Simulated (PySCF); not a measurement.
Molecule: `C(CNB)C`, C₃H₁₀BN.

Molfile (atoms numbered from 1):
```
C3H10BN
     RDKit          3D

 15 14  0  0  0  0  0  0  0  0999 V2000
   -2.6133   -0.0951   -0.4091 B   0  0  0  0  0  0  0  0  0  0  0  0
   -1.4248   -0.3193    0.2714 N   0  0  0  0  0  0  0  0  0  0  0  0
   -0.1781    0.3953    0.1195 C   0  0  0  0  0  0  0  0  0  0  0  0
    0.9515   -0.4718   -0.4226 C   0  0  0  0  0  0  0  0  0  0  0  0
    2.2566    0.2912   -0.5785 C   0  0  0  0  0  0  0  0  0  0  0  0
   -3.5658   -0.8035   -0.1760 H   0  0  0  0  0  0  0  0  0  0  0  0
   -2.6647    0.8050   -1.2176 H   0  0  0  0  0  0  0  0  0  0  0  0
   -1.3779   -1.0817    0.9400 H   0  0  0  0  0  0  0  0  0  0  0  0
    0.1306    0.8307    1.0883 H   0  0  0  0  0  0  0  0  0  0  0  0
   -0.3581    1.2426   -0.5602 H   0  0  0  0  0  0  0  0  0  0  0  0
    1.1010   -1.3342    0.2515 H   0  0  0  0  0  0  0  0  0  0  0  0
    0.6343   -0.8945   -1.3906 H   0  0  0  0  0  0  0  0  0  0  0  0
    2.5945    0.7109    0.3826 H   0  0  0  0  0  0  0  0  0  0  0  0
    3.0598   -0.3580   -0.9570 H   0  0  0  0  0  0  0  0  0  0  0  0
    2.1478    1.1303   -1.2840 H   0  0  0  0  0  0  0  0  0  0  0  0
  1  2  1  0
  2  3  1  0
  3  4  1  0
  4  5  1  0
  1  6  1  0
  1  7  1  0
  2  8  1  0
  3  9  1  0
  3 10  1  0
  4 11  1  0
  4 12  1  0
  5 13  1  0
  5 14  1  0
  5 15  1  0
M  END
```

Geometry PBE0-D3(BJ)/def2-SVP throughout; GIAO in PySCF, gas phase, one conformer, non-relativistic; equivalent atoms averaged; basis pcSseg-1.

For orientation, B3LYP gives these absolute shieldings σ: B1 60.8, N2 102.5, C3 121.4, C4 146.1, C5 165.6, H6/H7 26.84, H8 26.79, H9/H10 28.37, H11/H12 30.00 ppm.

A run gave: B1 61.0, N2 98.8, C3 120.8, C4 147.0, C5 166.3, H6/H7 26.59, H8 26.43, H9/H10 28.17, H11/H12 29.85 ppm (absolute shieldings σ).

Which functional was used in that run?
A. PBE0
B. LDA
C. B97-D
D. BP86
E. LC-wPBE

## Answers

D. H8 tells them apart best: BP86 gives 26.43, PBE0 gives 26.65, B97-D gives 26.73, LDA gives 25.68, LC-wPBE gives 26.95 ppm.
